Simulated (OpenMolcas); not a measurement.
## OpenMolcas run: B⁺

Input:

```
&GATEWAY
Coord
1

B 0.0 0.0 0.0
Basis=ANO-RCC-VQZP
Group=XYZ
NoMove
AngMom=0.0 0.0 0.0
AMFI
&SEWARD
Relativistic=R04O02
* reference wave functions (RASSCF and RASSI steps not shown): 2 electrons in 4 orbitals (2s 2p)
>>> COPY JOB001 $Project.JobIph
&CASPT2
Multistate=3 1 2 3
NoMult
Frozen=0 0
IPEA=0.75
Sig1=0.4
MaxIter=60
WThr=0.0 0.3 0.05
PrWF=0.5
NoMix
>>> COPY JOB002 $Project.JobIph
&CASPT2
Multistate=7 1 2 3 4 5 6 7
NoMult
Frozen=0 0
IPEA=0.75
Sig1=0.4
MaxIter=60
WThr=0.0 0.3 0.05
PrWF=0.5
NoMix
>>> COPY JOB003 $Project.JobIph
&CASPT2
Multistate=3 1 2 3
NoMult
Frozen=0 0
IPEA=0.75
Sig1=0.4
MaxIter=60
WThr=0.0 0.3 0.05
PrWF=0.5
NoMix
...
```

Launched by
```bash
OMP_NUM_THREADS=1 MOLCAS_MEM=2252 MOLCAS_PROJECT=a pymolcas a.inp > a.log  # once for each step of the input, in one work folder
```

Output, cut to the results:

```
--- CASPT2 ---
Orbital specifications:
      -----------------------

      Symmetry species                           1   2
                                                ag  au
      Frozen orbitals                            0   0
      Inactive orbitals                          1   0
      Active orbitals                            1   3
      Secondary orbitals                        27  23
      Deleted orbitals                           0   0
      Number of basis functions                 29  26
Type of calculation                        SS-CASPT2
      Fock operator                              state-specific
      IPEA shift                                 0.75
      Real shift                                 0.00
      Imaginary shift                            0.00
      Sigma^1 regularizer                        0.40
      The input orbitals will be transformed to quasi-canonical
Reference energy:         -23.8407008699
      E2 (Non-variational):      -0.0459778976
      Shift correction:          -0.0000151430
      E2 (Variational):          -0.0459930406
      Total energy:             -23.8866939105
      Residual norm:              0.0000002075
      Reference weight:           0.99658
      Contributions to the CASPT2 correlation energy
      Active & Virtual Only:         -0.0063362686
      One Inactive Excited:          -0.0067335234
      Two Inactive Excited:          -0.0329081056
Reference energy:         -23.8407008699
      E2 (Non-variational):      -0.0459778976
      Shift correction:          -0.0000151430
      E2 (Variational):          -0.0459930406
      Total energy:             -23.8866939105
      Residual norm:              0.0000002075
      Reference weight:           0.99658
      Contributions to the CASPT2 correlation energy
      Active & Virtual Only:         -0.0063362686
      One Inactive Excited:          -0.0067335234
      Two Inactive Excited:          -0.0329081056
::    CASPT2 Root  1     Total energy:    -23.88669391
::    CASPT2 Root  2     Total energy:    -23.88669391
::    CASPT2 Root  3     Total energy:    -23.88669391
--- CASPT2 ---
Orbital specifications:
      -----------------------

      Symmetry species                           1   2
                                                ag  au
      Frozen orbitals                            0   0
      Inactive orbitals                          1   0
      Active orbitals                            1   3
      Secondary orbitals                        27  23
      Deleted orbitals                           0   0
      Number of basis functions                 29  26
Type of calculation                        SS-CASPT2
      Fock operator                              state-specific
      IPEA shift                                 0.75
      Real shift                                 0.00
      Imaginary shift                            0.00
      Sigma^1 regularizer                        0.40
      The input orbitals will be transformed to quasi-canonical
Reference energy:         -24.2982124934
      E2 (Non-variational):      -0.0415560061
      Shift correction:          -0.0000571045
      E2 (Variational):          -0.0416131106
      Total energy:             -24.3398256039
      Residual norm:              0.0000001480
      Reference weight:           0.99670
      Contributions to the CASPT2 correlation energy
      Active & Virtual Only:         -0.0048354375
      One Inactive Excited:          -0.0052016309
      Two Inactive Excited:          -0.0315189377
Reference energy:         -23.7851227917
      E2 (Non-variational):      -0.0720625686
      Shift correction:          -0.0011916816
      E2 (Variational):          -0.0732542501
      Total energy:             -23.8583770418
      Residual norm:              0.0000009282
      Reference weight:           0.97951
      Contributions to the CASPT2 correlation energy
      Active & Virtual Only:         -0.0329122974
      One Inactive Excited:          -0.0062268806
      Two Inactive Excited:          -0.0329233905
::    CASPT2 Root  1     Total energy:    -24.33982560
::    CASPT2 Root  2     Total energy:    -23.85837704
::    CASPT2 Root  3     Total energy:    -23.85837452
::    CASPT2 Root  4     Total energy:    -23.85837445
::    CASPT2 Root  5     Total energy:    -23.85838093
::    CASPT2 Root  6     Total energy:    -23.85837463
::    CASPT2 Root  7     Total energy:    -23.74129121
--- CASPT2 ---
Orbital specifications:
      -----------------------

      Symmetry species                           1   2
                                                ag  au
      Frozen orbitals                            0   0
      Inactive orbitals                          1   0
      Active orbitals                            1   3
      Secondary orbitals                        27  23
      Deleted orbitals                           0   0
      Number of basis functions                 29  26
Type of calculation                        SS-CASPT2
      Fock operator                              state-specific
      IPEA shift                                 0.75
      Real shift                                 0.00
      Imaginary shift                            0.00
      Sigma^1 regularizer                        0.40
      The input orbitals will be transformed to quasi-canonical
Reference energy:         -24.1264625463
      E2 (Non-variational):      -0.0426589641
      Shift correction:          -0.0000734819
      E2 (Variational):          -0.0427324460
      Total energy:             -24.1691949923
      Residual norm:              0.0000002584
      Reference weight:           0.99639
      Contributions to the CASPT2 correlation energy
      Active & Virtual Only:         -0.0051519896
      One Inactive Excited:          -0.0054302315
      Two Inactive Excited:          -0.0320767430
Reference energy:         -24.1264625463
      E2 (Non-variational):      -0.0426589641
...
```

Levels above the lowest, from the spin-orbit matrix with the single-state CASPT2 energies, averaged by term, on its diagonal:

```json
{"Configuration": "2s2", "Term": "1S", "J": "0", "E (cm-1)": "0.0", "Measured (cm-1)": "0.0", "g": "", "Term weight %": "100"}
{"Configuration": "2s 2p", "Term": "3P*", "J": "0", "E (cm-1)": "37434", "Measured (cm-1)": "37336", "g": "", "Term weight %": "100"}
{"Configuration": "2s 2p", "Term": "3P*", "J": "1", "E (cm-1)": "37442", "Measured (cm-1)": "37342", "g": "1.501", "Term weight %": "100"}
{"Configuration": "2s 2p", "Term": "3P*", "J": "2", "E (cm-1)": "37457", "Measured (cm-1)": "37358", "g": "1.501", "Term weight %": "100"}
{"Configuration": "2s 2p", "Term": "1P*", "J": "1", "E (cm-1)": "76056", "Measured (cm-1)": "73397", "g": "1.000", "Term weight %": "100"}
{"Configuration": "2p2", "Term": "3P", "J": "0", "E (cm-1)": "99436", "Measured (cm-1)": "98911", "g": "", "Term weight %": "100"}
{"Configuration": "2p2", "Term": "3P", "J": "1", "E (cm-1)": "99444", "Measured (cm-1)": "98920", "g": "1.501", "Term weight %": "100"}
{"Configuration": "2p2", "Term": "3P", "J": "2", "E (cm-1)": "99458", "Measured (cm-1)": "98933", "g": "1.501", "Term weight %": "100"}
{"Configuration": "2p2", "Term": "1D", "J": "2", "E (cm-1)": "105666", "Measured (cm-1)": "102363", "g": "1.000", "Term weight %": "100"}
{"Configuration": "2p2", "Term": "1S", "J": "0", "E (cm-1)": "131363", "Measured (cm-1)": "127661", "g": "", "Term weight %": "100"}
```

Against the 9 measured excited levels shown (NIST Handbook of Basic Atomic Spectroscopic Data) the mean absolute deviation is 1300 cm-1; the largest miss in energy is 2p2 1S0: computed 131363, measured 127661 cm-1 (+2.9 %), and the largest in proportion 2s 2p 1P* 1 (+3.6 %).

Measured partners are found by configuration, term and J. A level has none where our copy of the source lacks it or the pairing is in doubt (some pairs that miss far off the trend of their configuration count as doubtful), and it then counts in no deviation. Only configurations of the active space appear.

The term weight is that of the spin-free term in the level, not the purity of its configuration. * marks odd parity.
